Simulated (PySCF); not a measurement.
## Single point on ZnBr

State: ²Σ⁺ (doublet), unpaired electrons σ ↑.

An equivalent input (the run itself took its basis sets from the Basis Set Exchange, started from a PBE0 density and held the occupation σ 9α 8β, πx 5α 5β, πy 5α 5β, δx 2α 2β, δy 2α 2β):

```python
from pyscf import gto, dft
mol = gto.M(atom='Zn 0 0 0; Br 0 0 2.301', basis={'Zn': 'cc-pVTZ-PP', 'Br': 'cc-pVTZ-PP'}, ecp={'Zn': 'cc-pVTZ-PP', 'Br': 'cc-pVTZ-PP'},
            charge=0, spin=1, verbose=4, symmetry='C2v')
mf = dft.UKS(mol, xc='PBE0')
mf.grids.atom_grid = (80, 434)
mf.grids.prune = dft.gen_grid.treutler_prune
mf.irrep_nelec = {'A1': (11, 10), 'A2': (2, 2), 'B1': (5, 5), 'B2': (5, 5)}
mf.conv_tol = 1e-9
mf.max_cycle = 60
mf.diis_space = 10
mf.kernel()
```

The log (some set-up lines and the per-cycle HOMO/LUMO lines removed):

```
******** <class 'pyscf.dft.uks_symm.SymAdaptedUKS'> ********
method = SymAdaptedUKS
damping factor = 0
level_shift factor = 0
DIIS = <class 'pyscf.scf.diis.CDIIS'>
diis_start_cycle = 1
diis_space = 10
diis_damp = 0
SCF conv_tol = 1e-09
SCF conv_tol_grad = None
SCF max_cycles = 60
number electrons alpha = 23  beta = 22
Set gradient conv threshold to 3.16228e-05
init E= -643.910463458782
cycle= 1 E= -643.90963653152  delta_E= 0.000827  |g|= 0.000915  |ddm|= 0.00555
cycle= 2 E= -643.909636644944  delta_E= -1.13e-07  |g|= 0.00105  |ddm|= 0.00339
cycle= 3 E= -643.909636975428  delta_E= -3.3e-07  |g|= 0.000273  |ddm|= 0.00119
cycle= 4 E= -643.909636987792  delta_E= -1.24e-08  |g|= 9.27e-05  |ddm|= 0.000247
cycle= 5 E= -643.909636989585  delta_E= -1.79e-09  |g|= 2.25e-05  |ddm|= 9.34e-05
cycle= 6 E= -643.909636989901  delta_E= -3.15e-10  |g|= 8.14e-06  |ddm|= 6.15e-05
Extra cycle  E= -643.909636989925  delta_E= -2.42e-11  |g|= 1.02e-05  |ddm|= 3.49e-05
converged SCF energy = -643.909636989925  <S^2> = 0.75335347  2S+1 = 2.0033507
```

Repeating this along the bond gives Re = 2.292 Å and ωe = 273 cm⁻¹.

A point of this curve took 5.1 CPU seconds beside 6.9 for the integrals, on Intel Xeon Platinum 8259CL @ 2.50GHz (shared host).

Spin–orbit coupling is left out. The state is the lowest determinant that a PBE0 search found; another state may lie lower at other levels.
